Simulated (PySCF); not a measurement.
Compound: C5H7O2P.
Z-matrix (Å and degrees, PBE0-D3(BJ)/def2-SVP geometry), rows numbered from 1:
```
C 
O   1  1.4108
C   2  1.3274  1  118.51
C   3  1.3609  2  128.09  1   178.25
P   4  1.7779  3  109.91  2   179.79
C   5  1.7101  4   88.68  3     0.05
C   6  1.4821  5  131.51  4   179.87
O   3  1.3410  2  116.52  1    -1.89
H   1  1.1018  2  111.48  3   -59.97
H   1  1.0963  2  106.17  3  -179.16
H   1  1.1017  2  111.49  3    61.61
H   4  1.0881  3  122.90  2    -0.21
H   7  1.1031  6  111.40  5  -119.77
H   7  1.0979  6  109.98  5     0.23
H   7  1.1031  6  111.38  5   120.22
```

Method used: PySCF, TDDFT B3LYP/def2-SVPD, vertical, gas phase, core orbitals frozen in the response.

Kohn–Sham orbitals with the atoms that hold most of them (Löwdin shares over 4%, at most four atoms; ? is withheld):

```tsv
orbital	ε (eV)	atoms
HOMO-3	-9.59	O2 25%, C1 10%, O8 10%, C4 9%
HOMO-2	-7.76	P5 67%, C4 12%, C6 9%, O8 7%
HOMO-1	-7.32	C4 32%, P5 27%, O8 12%, C3 9%
HOMO	-5.77	?
LUMO	?	?
LUMO+1	0.25	C1 21%, C7 11%, C3 9%, O8 8%
LUMO+2	0.63	P5 27%, C7 13%, C4 11%, H14 9%
```

**Question.** Which atoms hold the LUMO, and with what shares?

**Answer.** P5 (bonded to 2 C) 38%; C6 (bonded to C, O and P) 28%; O8 (bonded to 2 C) 12%; C4 (bonded to C, P and H) 8%. By element: phosphorus 38%, carbon 35% or more, oxygen 12% or more.

**Question.** Give the leading atoms of the HOMO.

**Answer.** C6 (bonded to C, O and P) 27%; P5 (bonded to 2 C) 16%; C4 (bonded to C, P and H) 14%; C3 (bonded to C and 2 O) 13%. By element: carbon 54% or more, phosphorus 16%.

**Question.** What is the LUMO energy, and the HOMO–LUMO gap?

**Answer.** ε(LUMO) = -0.79 eV; the gap is 4.98 eV (0.1829 hartree).

**Question.** How does S1 compare with the orbital gap of 4.98 eV?

**Answer.** S1 is at 4.65 eV (f = 0.103), 0.33 eV below the gap, made of HOMO→LUMO (93%). 

**Question.** One configuration dominates each of S1, S2 and S5. Which, and how do the shares of the two leading atoms of either orbital change from the occupied to the empty one?

**Answer.** 
- S1 (4.65 eV, f 0.103), HOMO→LUMO (93%): C6 27% → 28%, P5 16% → 38%
- S2 (5.20 eV, f 0.0012), HOMO→LUMO+1 (97%): C6 27% → at most 9%, P5 16% → at most 9%, C1 at most 13% → 21%, C7 at most 13% → 11%
- S5 (5.94 eV, f 0.0063), HOMO-2→LUMO (83%): P5 67% → 38%, C4 12% → 8%, C6 9% → 28%

Löwdin shares depend on the basis, the more so with diffuse functions.

One conformer stands for the species.
